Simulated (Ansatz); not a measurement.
Relaxation of trans-PdH(PF3)2Br (P₂PdHBrF₆) with RKS PBE0-D4/def2-SVP.

```sh
$ ansatz run in.yaml --threads 4 --pin off --events-out ev --progress --plain --max-ram 8704MiB
```

```yaml
crystal:
  periodic: [false, false, false]
  atoms:
    - {symbol: Pd, position_ang: [0.323550, -0.000930, -0.013990]}
    - {symbol: H, position_ang: [1.850460, -0.004820, -0.064740]}
    - {symbol: P, position_ang: [0.098680, 2.161090, -0.046920]}
    - {symbol: F, position_ang: [-0.643330, 2.842870, 1.155180]}
    - {symbol: F, position_ang: [-0.752230, 2.810240, -1.193950]}
    - {symbol: F, position_ang: [1.264230, 3.225950, -0.116800]}
    - {symbol: Br, position_ang: [-2.053080, 0.005510, 0.067960]}
    - {symbol: P, position_ang: [0.087380, -2.161520, 0.038330]}
    - {symbol: F, position_ang: [-0.674410, -2.800330, 1.252810]}
    - {symbol: F, position_ang: [1.249420, -3.232950, 0.020480]}
    - {symbol: F, position_ang: [-0.750660, -2.845110, -1.098360]}
basis:
  gaussian: {orbitals: def2-SVP}
hamiltonian: {xc: pbe0, dispersion: d4}
scf: {lower_state_search: "off"}
output: {orbitals: {seedname: orbitals}}
relax: {f_tol: 0.02, max_steps: 100}
```

Hardware: 4 threads of Arm Neoverse N1 on a shared host. Wall time 74 s.

Positions (Å) and forces (eV/Å) at steps 1, 2, 3, 4, 5, 6, 7, 8 of 8:

```xyz
11
step=1 energy=-108370.1754 eV
Pd    0.324   -0.001   -0.014    0.523    0.000   -0.027
H     1.850   -0.005   -0.065    0.595   -0.003   -0.022
P     0.099    2.161   -0.047    0.115    2.226   -0.034
F    -0.643    2.843    1.155   -0.155   -0.390    0.462
F    -0.752    2.810   -1.194   -0.186   -0.421   -0.428
F     1.264    3.226   -0.117    0.518   -0.383   -0.019
Br   -2.053    0.006    0.068   -1.701    0.005    0.058
P     0.087   -2.162    0.038    0.100   -2.251    0.052
F    -0.674   -2.800    1.253   -0.136    0.428    0.414
F     1.249   -3.233    0.020    0.506    0.387   -0.020
F    -0.751   -2.845   -1.098   -0.180    0.402   -0.436
11
step=2 energy=-108370.4705 eV
Pd    0.268   -0.001   -0.012   -0.201   -0.001    0.007
H     1.826   -0.005   -0.065   -0.054    0.000    0.001
P     0.121    2.215   -0.047   -0.146    0.934   -0.016
F    -0.618    2.878    1.170    0.013   -0.200    0.170
F    -0.726    2.840   -1.212    0.004   -0.214   -0.157
F     1.327    3.234   -0.119    0.169   -0.378    0.002
Br   -2.248    0.006    0.074    0.176    0.000   -0.006
P     0.110   -2.215    0.038   -0.157   -0.945    0.030
F    -0.647   -2.831    1.268    0.026    0.217    0.143
F     1.312   -3.242    0.019    0.163    0.381   -0.011
F    -0.726   -2.878   -1.115    0.007    0.204   -0.163
11
step=3 energy=-108370.3285 eV rejected
Pd    0.253   -0.002   -0.012    0.135    0.009   -0.006
H     1.817   -0.006   -0.074   -0.124    0.000    0.007
P     0.108    2.219   -0.044    0.554   -2.432    0.064
F    -0.618    2.791    1.185   -0.603    0.883    0.895
F    -0.717    2.747   -1.228   -0.708    0.881   -0.921
F     1.337    3.155   -0.112    0.827    0.897   -0.050
Br   -2.237    0.004    0.083   -0.151    0.004    0.005
P     0.097   -2.220    0.037    0.601    2.490   -0.106
F    -0.644   -2.735    1.280   -0.658   -0.899    0.998
F     1.322   -3.163    0.020    0.827   -0.919   -0.004
F    -0.718   -2.791   -1.134   -0.700   -0.914   -0.883
11
step=4 energy=-108370.5199 eV
Pd    0.249   -0.001   -0.012   -0.161    0.001    0.006
H     1.808   -0.005   -0.065   -0.060    0.000    0.002
P     0.108    2.231   -0.046    0.096    0.030   -0.005
F    -0.615    2.881    1.185   -0.005    0.017    0.019
F    -0.723    2.842   -1.227   -0.003    0.014   -0.018
F     1.354    3.195   -0.118    0.024   -0.122    0.002
Br   -2.250    0.006    0.075   -0.006    0.000    0.001
P     0.097   -2.231    0.039    0.099   -0.026   -0.004
F    -0.644   -2.833    1.283   -0.003   -0.016    0.018
F     1.339   -3.204    0.017    0.024    0.120   -0.003
F    -0.723   -2.881   -1.130   -0.006   -0.018   -0.017
11
step=5 energy=-108370.5496 eV
Pd    0.176   -0.001   -0.009   -0.214   -0.001    0.009
H     1.733   -0.005   -0.063   -0.028    0.001    0.000
P     0.102    2.231   -0.045    0.179    0.052   -0.010
F    -0.585    2.924    1.184    0.003    0.001   -0.044
F    -0.691    2.884   -1.232    0.007    0.002    0.043
F     1.409    3.115   -0.118   -0.097   -0.109    0.008
Br   -2.324    0.007    0.078    0.056    0.000   -0.002
P     0.091   -2.232    0.038    0.178   -0.050   -0.005
F    -0.612   -2.876    1.285    0.003   -0.003   -0.044
F     1.394   -3.124    0.013   -0.095    0.109    0.000
F    -0.692   -2.924   -1.132    0.006   -0.001    0.043
11
step=6 energy=-108370.5625 eV
Pd    0.050    0.000   -0.003    0.159    0.002   -0.007
H     1.604   -0.005   -0.058    0.054   -0.002   -0.002
P     0.113    2.229   -0.046    0.005   -0.009   -0.002
F    -0.536    2.966    1.179    0.034    0.042   -0.036
F    -0.638    2.926   -1.235    0.038    0.040    0.034
F     1.477    3.022   -0.117   -0.173   -0.121    0.010
Br   -2.429    0.008    0.084   -0.024    0.000    0.001
P     0.101   -2.229    0.038    0.012    0.008    0.002
F    -0.561   -2.919    1.283    0.034   -0.041   -0.037
F     1.463   -3.030    0.007   -0.174    0.121    0.003
F    -0.643   -2.966   -1.132    0.036   -0.040    0.035
11
step=7 energy=-108370.5673 eV
Pd    0.050    0.000   -0.003   -0.005    0.000   -0.001
H     1.610   -0.005   -0.059   -0.038    0.000    0.001
P     0.099    2.224   -0.045    0.055    0.035   -0.002
F    -0.532    2.983    1.175   -0.023   -0.010   -0.001
F    -0.631    2.943   -1.234   -0.022   -0.012    0.003
F     1.477    2.984   -0.115    0.017    0.007   -0.001
Br   -2.432    0.007    0.086   -0.011    0.000    0.000
P     0.088   -2.225    0.038    0.056   -0.035   -0.001
F    -0.554   -2.936    1.280   -0.023    0.011   -0.001
F     1.462   -2.993    0.006    0.016   -0.007   -0.001
F    -0.637   -2.983   -1.129   -0.022    0.012    0.003
11
step=8 energy=-108370.5678 eV
Pd    0.053    0.000   -0.003    0.004   -0.001    0.002
H     1.611   -0.005   -0.059   -0.007    0.000    0.000
P     0.103    2.226   -0.045    0.011    0.008   -0.002
F    -0.535    2.979    1.175   -0.006   -0.001   -0.004
F    -0.633    2.938   -1.234   -0.006    0.000    0.004
F     1.475    2.995   -0.115    0.000   -0.007    0.001
Br   -2.431    0.007    0.085    0.005    0.000    0.000
P     0.092   -2.226    0.038    0.010   -0.008   -0.001
F    -0.557   -2.932    1.280   -0.006    0.000   -0.004
F     1.461   -3.005    0.006    0.000    0.007    0.000
F    -0.640   -2.978   -1.129   -0.006    0.000    0.004
```

In the def2 sets Pd takes a core potential; there is no spin–orbit coupling.
